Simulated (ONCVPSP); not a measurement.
# What one change does to a pseudopotential (Re, ONCV)

ONCVPSP 4.0.1 input, shortened (lines: element, Z, core and valence counts, functional; n l f; lmax; l rc ep ncon nbas qcut; lloc lpopt rc5 dvloc0; l nproj debl; icmod fcfact rcfact), PBE, scalar-relativistic:

```
  Re 75.00   10    4        4      upf
    1    0    2.00
    2    0    2.00
    2    1    6.00
    3    0    2.00
    3    1    6.00
    3    2   10.00
    4    0    2.00
    4    1    6.00
    4    2   10.00
    4    3   14.00
    5    0    2.00
    5    1    6.00
    5    2    6.00
    6    0    1.00
    2
    0    1.90    0.00    3    8    7.10
    1    1.25    0.00    4    8    5.60
    2    2.40    0.00    3    7    7.80
    4    5    1.00    1.00
    0    3    3.00
    1    3    3.70
    2    3    2.10
    1    0.25    0.00
```

All-electron outer shells of the reference configuration (PBE, scalar-relativistic, ld1.x):

| shell | level (eV) | outermost node (bohr) | outermost maximum (bohr) |
| --- | --- | --- | --- |
| 5s | -83.09 | 0.52 | 0.93 |
| 5p | -45.00 | 0.56 | 1.06 |
| 4f | -40.10 | – | 0.41 |
| 6s | -5.30 | 1.25 | 2.61 |
| 5d | -4.00 | 0.62 | 1.45 |

Change: s: nproj 2.

Cutoffs: the cutoffs (Ha) at which the residual kinetic energy of the hardest occupied pseudo-wave falls to 1 and 0.1 mHa per electron; they do not see the model core or the augmentation charge, which bear on the density cutoff. Errors are all-electron minus pseudo energies relative to the spin-unpolarised reference configuration.

Task: How do hardness, ghosts and transferability respond?

Result: The potential gets neither clearly harder nor softer (116 Ha and 137 Ha → 116 Ha and 137 Ha); the lowest positive-energy flag moves from s at 141.1 eV to s at 15.0 eV; the errors of the 4 common tests hardly move; the range in which the s phases agree narrows (upper end at the end of the scan → 0.4); neither file shows a bound ghost.

```tsv
quantity	base	changed
cutoff, loose	116 Ha	116 Ha
cutoff, tight	137 Ha	137 Ha
bound ghosts	none	none
GHOST(+) flags under 300 eV	s at 141.1 eV	s at 15.0 eV
error for 5s2 5p6 5d5 6s2, meV [ΔE -0.94 eV]	-1.9	-1.6
error for 5s2 5p6 5d5 6s1, meV [ΔE 8.30 eV]	-1.1	-0.9
error for 5s2 5p6 5d5 6s0, meV [ΔE 24.63 eV]	-8.8	-8.8
error for 5s2 5p6 5d4 6s2 6p1, meV [ΔE 4.11 eV]	-11	-9.9
s: phases at 1.93 bohr within 0.05 rad from the reference energy up to (Ha; the scan ends near 5)	to the end of the scan	0.4
p: phases at 1.27 bohr within 0.05 rad from the reference energy up to (Ha; the scan ends near 5)	to the end of the scan	to the end of the scan
d: phases at 2.43 bohr within 0.05 rad from the reference energy up to (Ha; the scan ends near 5)	to the end of the scan	to the end of the scan
rms error of d²Exc/dni dnj with the model core, mHa	1.20	1.20
```
